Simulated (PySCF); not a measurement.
Cost against size for one kind of job: GIAO PBE0/pcSseg-1 NMR shielding, non-relativistic, gas phase in PySCF; work: shieldings, charges and field gradients. Hardware: an Arm Neoverse V1 with one thread, shared host. Times come from a shared host and carry two figures at best.

```csv
species (SMILES),atoms,electrons,basis functions,SCF cycles,wall time
C#[SiH],4,22,51,12,2.3 s
C=C=PC(F)(F)F,9,62,136,15,12 s
C=C(C(=O)O)C(F)(Cl)Cl,12,86,182,16,27 s
CC#[N+][BH2-]O/C=C/CC,21,68,213,16,?
C=C(C)C[B@H-](O)[N+]#CC,21,68,213,15,50 s
CBNCB(P)C#CC,21,74,220,14,45 s
C=C[C@@H](C(=O)NC)C(Cl)Cl,19,94,229,15,48 s
C=C(CCC)[O+](C)[AlH2-][Cl],23,88,237,14,66 s
```

Problem. Estimate the withheld figures.

Solution. `CC#[N+][BH2-]O/C=C/CC`: 50 s.

Problem. With all rows, how does the wall time grow with the number of basis functions N?

Solution. A straight line through log(time) against log(N) has slope 2.2 between N = 51 and 237, and the rows scatter about it by a factor of about 1.2 (standard error of the fit). This is a fit to these rows, whose iteration counts differ, not the method's formal scaling.

Problem. Which species took longest, and how many times the shortest run?

Solution. `C=C(CCC)[O+](C)[AlH2-][Cl]`, at 66 s: about 29 times the shortest (2.3 s).
